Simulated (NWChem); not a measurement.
Species: SiIF, singlet; SMILES [Si](F)I

Computed with NWChem. Low-valent species are run as closed-shell singlets; no triplet was tried in these runs. Coordinates come from a PBE0/def2-SVP optimisation. def2 effective core potentials on I; no spin-orbit coupling. Ions are spin-unrestricted doublets at the neutral geometry; other ion states weren't tried.

For level B3LYP/def2-SVPD:

```yaml
"−ε(HOMO) (eV)": 7.41
```

Problem. What are these values for level PBE0/def2-SVPD?

Solution. 
* **−ε(HOMO) (eV)**: 7.63
